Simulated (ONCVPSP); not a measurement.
# Cutoff test, Pd, ONCV

Pd (Z = 46), optimised norm-conserving Vanderbilt (ONCV), made with ONCVPSP 4.0.1 (PBE, scalar-relativistic). Core [Ar] 3d10, reference 4s2 4p6 4d8.5 (charge +1.5). Waves: 4s: rc 1.00 bohr, ncon 3, nbas 7, qcut 7.6 1/bohr, 2 projectors, debl 2.1 Ha; 4p: rc 1.45 bohr, ncon 4, nbas 8, qcut 9 1/bohr, 2 projectors, debl 2.1 Ha; 4d: rc 1.80 bohr, ncon 4, nbas 8, qcut 9.8 1/bohr, 2 projectors, debl 1.3 Ha. Local part: polynomial inside 0.70 bohr (lpopt 5, dvloc0 0 Ha). Core correction: Teter function, fcfact 6, rcfact 1.8.

In the s channel the program set the typed energies aside and used -3.797, 0.250 Ha. In the p channel the program set the typed energies aside and used -2.537, 0.250 Ha.

**Question.** For each optimised wave give the share of its norm inside rc, the residual kinetic energy above qcut (Ha) and the cutoffs (Ha) for errors of 10, 1, 0.1 and 0.01 mHa per electron.

**Answer.**

```tsv
wave	norm inside rc	residual KE	10 mHa	1 mHa	0.1 mHa	0.01 mHa
4s	0.606	4.1e-03	25.8	78.5	180.2	not reached
s projector 2	0.025	7.2e-04	19.7	27.8	54.0	153.3
4p	0.868	3.4e-06	13.1	24.8	32.8	38.0
p projector 2	0.031	2.4e-06	10.2	14.4	29.6	36.7
4d	0.776	1.2e-08	22.4	28.8	34.0	38.5
d projector 2	0.057	5.7e-09	17.9	25.2	31.6	36.8
```

The occupied waves need 79 Ha and 180 Ha for 1 and 0.1 mHa. Note: ghosts flagged at negative energy: s at -63.1 eV; GHOST(+) flagged for p at 292.3 eV. A true bound ghost makes a file unfit for plane-wave use.
